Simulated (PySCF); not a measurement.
# Sn⁺ (tin, charge +1) across methods

[Kr] 4d10 5s2 5d1, 2D determinant (an excited configuration). Calculation: PySCF 2.14, in dyall-av2z; the non-relativistic Hamiltonian (point nucleus).

| method | E (hartree) | mean ε 5s α (eV) | mean ε 5s β (eV) | mean ε 5d α (eV) | Σ⟨r²⟩ (bohr²) | ⟨S²⟩ |
| --- | --- | --- | --- | --- | --- | --- |
| UHF | -6022.38953 | -21.737 | -21.523 | -6.005 | 61.04 | 0.751 |
| TPSS | -6024.56 | -18.936 | -18.707 | -5.038 | 59.16 | 0.750 |
| B97-3 | -6024.53 | -19.843 | -19.718 | -5.336 | 59.77 | 0.750 |
| LDA | -6019.42 | -19.462 | -19.234 | -4.921 | 58.71 | 0.750 |
| PBE0 | -6024.50 | -19.936 | -19.742 | -5.414 | 59.35 | 0.750 |
| M06-2X | -6025.25 | -20.300 | -20.287 | -5.674 | 59.37 | 0.750 |
| r2SCAN | -6024.86 | -19.056 | -19.074 | -5.043 | 59.00 | 0.751 |

Estimate the same row for PBE.

E (hartree) = -6024.34; mean ε 5s α (eV) = -19.043; mean ε 5s β (eV) = -18.838; mean ε 5d α (eV) = -5.065; Σ⟨r²⟩ (bohr²) = 59.06; ⟨S²⟩ = 0.750.

A non-relativistic calculation at this Z misses sizeable relativistic shifts. The outer electron is Rydberg-like, and this basis confines it to a smaller radius and binds it less than a complete one would.
